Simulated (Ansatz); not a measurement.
Species: sum formula GeOBr, net charge 0, doublet state. It need not be the lowest isomer of its formula. SMILES: [O]=[Ge][Br]
Geometry from a B3LYP-D3(BJ)/def2-TZVP (Ansatz, a quantum-chemistry and plane-wave program) optimisation:
```xyz
3

Ge     0.4597    -0.5469     0.7424
O      2.0200    -0.9329     0.2899
Br    -0.8820     0.7132    -0.7451
```
Charge 0, spin multiplicity 2.

Parts of the frozen-core correlation energy in cc-pVTZ (Ansatz, hartree). Frozen orbitals: 29; correlated occupied orbitals by spin: 9 and 8; virtual: 78 and 79. Open shells are spin-unrestricted. No spin-orbit coupling. Non-relativistic.

```csv
term,value
reference (HF),-4722.76588
MP2 opposite-spin,-0.33200
MP2 same-spin,-0.11108
CCSD correlation,-0.48931
(T),-0.02431
T1 diagnostic,0.092
largest doubles amplitude,0.078
<S^2> of the reference,0.798
```
